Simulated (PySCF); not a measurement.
Give a PBE0-D3(BJ)/def2-SVP geometry of InChI=1S/C2H5NOSi/c3-1-5-2-4/h1-3H,5H2/b3-1-.

Z-matrix in Å and degrees, rows numbered from 1:
```
N 
C   1  1.2722
Si  2  1.9012  1  126.73
C   3  1.9346  2  108.65  1  -116.33
O   4  1.2041  3  122.67  2   116.26
H   1  1.0280  2  111.09  3    -0.64
H   2  1.1078  1  115.98  3  -179.33
H   3  1.4961  2  109.64  1   126.41
H   3  1.4909  2  109.18  1     3.62
H   4  1.1280  3  117.29  2   -62.88
```

N1 (C=N nitrogen) is bent (angle 111.1°). The 2 C–Si bonds span 1.901 Å (C2–Si3, drawn single) to 1.935 Å (Si3–C4, drawn single), a spread of 0.034 Å. Si3 (SiH2 silicon) is tetrahedral (angles from 107.5° to 111.8°).

Theory: PBE0-D3(BJ)/def2-SVP geometry optimisation, gas phase in PySCF 2.14.0.

Point group: C1 (no symmetry element, even within 0.4 Å). PBE0-D3(BJ)/def2-SVP frequencies: not computed here. One conformer, not necessarily the lowest (N1–C2–Si3–C4 -116°, C2–Si3–C4–O5 116°).

The run took 16 s on one thread, Arm Neoverse V1, shared host. This is the geometry optimisation.
